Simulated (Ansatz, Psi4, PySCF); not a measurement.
Molecule: CH6NSi, net charge 0, doublet state. SMILES: C[SiH2][NH]
Geometry: optimised at B3LYP-D3(BJ)/def2-TZVP (Ansatz, a program for electronic structure).

Quantity: size of the dipole moment, in D. Terms: spin-orbit terms left out; non-relativistic; 6-311+G** with 5d, 6d on Na to Ar in Ansatz; 6-31G* and kin with 6d, 5d where marked; no dispersion term unless named; open shells spin-unrestricted. Ab initio and DFT rows: single points at B3LYP-D3(BJ) geometries (Ansatz).

| level | program | size of the dipole moment (D) |
|---|---|---|
| SVWN5/6-31G* | Ansatz | 1.18 |
| PBE/6-31G* | Ansatz | 1.04 |
| BP86/6-31G* (5d) | PySCF | 1.05 |
| B3LYP/6-31G* | Ansatz | 1.06 |
| B3LYP/6-31+G* | Ansatz | 1.28 |
| B3LYP/6-31G** | Ansatz | 1.05 |
| B3LYP/def2-SVP | Ansatz | 0.94 |
| M06-2X/6-31G* (5d) | PySCF | 1.12 |
| wB97X-D/6-311+G** | Psi4 | 1.26 |

No value to compare with is used here. The 9 habitual levels span 0.94 (B3LYP/def2-SVP) to 1.28 D (B3LYP/6-31+G*).

The levels are drawn from those run, B3LYP/6-31G* more often than the rest, none by its result; left out are runs that failed, that the program found above a lower state of the same kind, or whose <S^2> lies over 0.5 above the pure value.
